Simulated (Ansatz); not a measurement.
Input file for `[SiH3][SnH][Cl]` radical:

```yaml
crystal:
  periodic: [false, false, false]
  atoms:
    - {symbol: Si, position_ang: [-0.951273, 0.469484, -0.380694]}
    - {symbol: Sn, position_ang: [0.906231, -1.223407, 0.255555]}
    - {symbol: Cl, position_ang: [2.909824, -0.136610, -0.339454]}
    - {symbol: H, position_ang: [-2.267606, -0.124830, -0.030468]}
    - {symbol: H, position_ang: [-0.872317, 0.692086, -1.845116]}
    - {symbol: H, position_ang: [-0.764478, 1.753259, 0.344623]}
    - {symbol: H, position_ang: [1.100816, -1.498081, 1.949954]}
basis:
  gaussian: {orbitals: def2-TZVPP}
magnetization: {spin_polarized: true, initial_magnetization: 1}
correlation: {method: ccsd_t}
scf: {omitted_lower_state_checks: [cluster_reference]}
output: {orbitals: {seedname: orbitals}}
```

```sh
$ ansatz run in.yaml --threads 4 --pin off --events-out ev --progress --plain --max-ram 10444MiB
```

The program prints (abridged):

```
Functional definition: HF
1263 factors; integrals over basis functions are off by at most 1.2e-3 eV
mean field evaluation 1: about -26234.4680 eV, gradient 1.2e1 eV
mean field evaluation 2: about -26234.4754 eV, gradient 1.2e1 eV
mean field evaluation 4: about -26236.1324 eV, gradient 2.1e0 eV
mean field evaluation 8: about -26236.2061 eV, gradient 4.5e-3 eV
mean field -26236.20605465 eV, -964.1627889693 hartree, gradient 8.9e-6 eV, S^2 0.759774; 0 other end points of the search recorded, 0 dependent functions left out
14 core orbitals not correlated: weight in the atoms' cores, before any rotation towards them, 1.000 or more for the frozen orbitals, at most 0.000 for the correlated occupied ones
reference -26236.20605465 eV, -964.1627889693 hartree; 15, 14 occupied and 161, 162 virtual orbitals, 1263 factors
second order -16.91504580 eV of doubles, -0.00000000 eV of singles
cycle   1  -17.45563483 eV  change   -5.4e-1 eV  update   1.0e-1
cycle   2  -17.94843406 eV  change   -4.9e-1 eV  update   3.1e-2
cycle   3  -18.02655230 eV  change   -7.8e-2 eV  update   1.7e-2
cycle   4  -18.01799908 eV  change    8.6e-3 eV  update   5.7e-3
cycle   5  -18.01603364 eV  change    2.0e-3 eV  update   2.9e-3
cycle   6  -18.01663572 eV  change   -6.0e-4 eV  update   1.2e-3
cycle   7  -18.01661996 eV  change    1.6e-5 eV  update   5.4e-4
cycle   8  -18.01682401 eV  change   -2.0e-4 eV  update   2.2e-4
cycle   9  -18.01687251 eV  change   -4.9e-5 eV  update   9.1e-5
cycle  10  -18.01680404 eV  change    6.8e-5 eV  update   4.4e-5
cycle  11  -18.01682336 eV  change   -1.9e-5 eV  update   2.4e-5
perturbative correction -0.61196717 eV, -0.0224893787 hartree
Total energy: -26254.83484519 eV, -964.8473843945 hartree
Checks for a lower state left out: cluster_reference
```

Run time 2.7 min (4 threads of an Arm Neoverse V2 on a shared host); peak host memory 5.4 GiB.

Correlation energy per correlated electron: -0.642 eV. T1 diagnostic: 0.0149.
